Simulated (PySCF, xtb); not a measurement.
CH3, SMILES [CH3+], charge +1.

Harmonic wavenumbers (cm⁻¹) from GFN2-xTB in xtb 6.7.1 at its own minimum, in rising order: 1038, 1138, 1139, 2832, 2880, 2880.

### Question
What does PBE-D3(BJ)/def2-TZVPD (PySCF) give at its own minimum? (Estimate from the structure and the level; the computed values follow.)

### Answer
1362, 1362, 1384, 2950, 3143, 3143. Paired by order, the mean absolute difference is 239 cm⁻¹ and the zero-point energies are 17.0 and 19.1 kcal/mol.
